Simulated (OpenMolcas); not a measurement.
## Ba I: CASPT2 settings compared

| Quantity | Value |
| --- | --- |
| Program | OpenMolcas 26.06 |
| Basis | ANO-RCC-VTZP [8s7p4d2f1g] |
| Scalar Hamiltonian | DKH2, point nucleus |
| Active space | 2 electrons in 8 orbitals (6s 6p 7s 7p) |
| State averaging | 2S+1 = 1 even, 1 root; 2S+1 = 3 odd, 3 roots |
| Spin-orbit coupling | RASSI with atomic mean-field integrals over the reference wave functions, term energies averaged over their components |

Methods on the same reference wave functions:
A. CASSCF
B. SS-CASPT2, IPEA 0.5 Eh, imaginary shift 0.5 Eh (closed shells correlated: 4d 5s 5p)
C. SS-CASPT2, IPEA 0.3 Eh, sigma1 regulariser 0.2 Eh (closed shells correlated: none)
D. XMS-CASPT2, IPEA 0.3 Eh, sigma1 regulariser 0.2 Eh (closed shells correlated: 4d 5s 5p)

Energies in cm-1 above 6s2 1S0, the measured ground level; measured values from NIST Handbook of Basic Atomic Spectroscopic Data.

```tsv
Level	A	B	C	D	Measured
6s2 1S0	0.0	0.0	0.0	0.0	0.0
6s 6p 3P* 0	11284	12322	10947	11934	12266
6s 6p 3P* 1	11553	12591	11216	12203	12637
6s 6p 3P* 2	12090	13128	11753	12740	13515
```

Deviations, from unrounded energies. A percentage is the sum of absolute deviations over the sum of measured energies, with the sign that they share, or ± where signs differ.

```tsv
Against measurement	Levels	A	B	C	D
mean absolute deviation (cm-1)	3	1200	160	1500	510
other configurations (%)	3	-9.1	±1.3	-11.7	-4.0
```

B lies closest to measurement on these levels and C furthest from it. The largest miss of B in the table is 6s 6p 3P* 2, by -390 cm-1. The ranking rests on the paired levels alone, and a cruder setting can come out closer through cancelling errors.

Among B to D the level of the table that moves most is 6s 6p 3P* 0, by 1400 cm-1 (lowest in C, highest in B).

The lowest spin-free term lies below A's lowest term by 0.238 hartree in B, 0.001 hartree in C, 0.240 hartree in D.

Active for correlation alone: 7p 7s; no level in the range computed is led by a configuration that fills them, so any true level of that kind is missing. Measured partners are found by configuration, term and J. A level has none where our copy of the source lacks it or the pairing is in doubt (some pairs that miss far off the trend of their configuration count as doubtful), and it then counts in no deviation. Only configurations of the active space appear.

* marks odd parity.
